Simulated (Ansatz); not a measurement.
Consider the atomization: `C=C[Si](N)(Cl)OC` → 3 C• + Cl• + 8 H• + N• + O• + Si•.

Gas-phase electronic energies from Ansatz, PBE0-D4/def2-TZVP geometries. CBS: MP2 limit from def2 TZ/QZ plus the TZ coupled-cluster correction, frozen cores. This one scheme is used for every species, atoms too. Functionals use def2-TZVPP. B3LYP here is the variant with VWN-RPA as its local correlation; programs differ in this. No spin–orbit coupling; open shells (•) take unrestricted orbitals. Spin–orbit coupling would lower the free atoms: a little for C, Cl, O, Si. Each species was taken in one conformer, which may not be the lowest.

| level | ΔE (eV) |
| --- | --- |
| r2SCAN-D4 | 61.45 |
| B3LYP-D4 | 61.37 |
| ωB97M-V | 61.66 |
| PBE | 62.17 |
| CCSD/def2-TZVPP | 58.75 |
| CCSD(T)/def2-TZVPP | 59.70 |
| HF/def2-QZVPP | 44.65 |
| SCS-MP2/def2-QZVPP | 61.68 |

(1) What does CCSD(T)/CBS give? (Estimate.)

Largest T1 diagnostic among the species: 0.012.

Answers

(1) Ansatz gave: +61.43 eV. The listed levels differ from it by 0.02, -0.06, 0.23, 0.74, -2.68, -1.73, -16.78, 0.25 eV.

From PBE to PBE0 (25 % exact exchange), in def2-TZVPP and without D4, ΔE moves by −1.03 eV: exact exchange takes away binding that semilocal exchange gives to molecules. In def2-TZVPP, CCSD(T) changes the Hartree–Fock value by +15.15 eV (the triples alone add +0.95 eV) and MP2 by +16.31 eV; breaking electron pairs costs correlation energy, which Hartree–Fock lacks. The D4 term adds +0.66 eV with B3LYP and +0.35 eV with PBE0; it sums over pairs of atoms, weighted by their polarisabilities, and B3LYP, whose exchange is more repulsive, gets the larger term.

For atomizations the MP2-based limit and the directly extrapolated one differ by several kJ/mol either way, and by 10 to 25 for some Ge, Se and Sn compounds, so smaller differences from it don't rank the levels.
